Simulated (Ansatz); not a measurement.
`C1CC[SiH2]C1`. The species carries charge 0 and has multiplicity 1. All single points use the PBE0-D4/def2-TZVP geometry.

```xyz
15

C     0.090   -1.268    0.291
C     0.489   -0.623   -1.036
C     0.836    0.852   -0.780
Si   -0.418    1.364    0.538
C    -0.977   -0.391    0.962
H    -0.259   -2.295    0.145
H     0.974   -1.325    0.937
H    -0.359   -0.683   -1.728
H     1.317   -1.161   -1.508
H     1.847    0.936   -0.369
H     0.808    1.455   -1.689
H    -1.522    2.216    0.013
H     0.203    2.087    1.683
H    -1.074   -0.587    2.031
H    -1.957   -0.576    0.511
```

(1) What is the dipole moment at B3LYP/def2-TZVPP? (An estimate is asked.)

(2) And with PBE, r2SCAN, ωB97M-V? (Estimate.)

(3) Give the Mulliken charges with B3LYP, PBE, ωB97M-V in def2-TZVPP. (Best estimate.)

## Answers

(1) Computed: 0.79 D, with components (0.22, -0.70, -0.28) D in this frame, pointing from negative to positive charge.

(2) The calculation gave: PBE 0.88 D, r2SCAN 0.86 D, ωB97M-V 0.77 D.

(3) The calculation gave: 
| atom | B3LYP | PBE | ωB97M-V |
| --- | --- | --- | --- |
| C1 | -0.11 | -0.11 | -0.18 |
| C2 | -0.11 | -0.11 | -0.18 |
| C3 | -0.26 | -0.22 | -0.34 |
| Si4 | 0.32 | 0.22 | 0.26 |
| C5 | -0.26 | -0.22 | -0.34 |
| H6 | 0.06 | 0.06 | 0.09 |
| H7 | 0.07 | 0.07 | 0.11 |
| H8 | 0.07 | 0.07 | 0.11 |
| H9 | 0.06 | 0.06 | 0.09 |
| H10 | 0.09 | 0.08 | 0.12 |
| H11 | 0.08 | 0.08 | 0.11 |
| H12 | -0.09 | -0.08 | -0.04 |
| H13 | -0.09 | -0.08 | -0.04 |
| H14 | 0.08 | 0.08 | 0.11 |
| H15 | 0.09 | 0.08 | 0.12 |

B3LYP here is the variant with VWN-RPA as its local correlation; programs differ in this.
